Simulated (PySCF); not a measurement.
C6H3Cl, SMILES C(/C#C)=C(/C#C)Cl.

The structure is a stationary point at PBE0-D3(BJ)/def2-SVP. The structure was generated by enumeration; whether it is a known compound was not checked.

Method: r2SCAN/def2-TZVP in PySCF.

Symmetry labels are those of the subgroup Cs that the program uses (full group Cs).

Computed valence orbital energies around the gap with their symmetry:
```csv
orbital,symmetry,energy (eV)
HOMO−7,A',-11.11
HOMO−6,A",-10.44
HOMO−5,A",-8.43
HOMO−4,A',-8.39
HOMO−3,A",-7.88
HOMO−2,A',-7.52
HOMO−1,A',-7.27
HOMO,A",-6.09
LUMO,A",-2.74
LUMO+1,A',-1.25
LUMO+2,A',0.07
LUMO+3,A",0.74
```
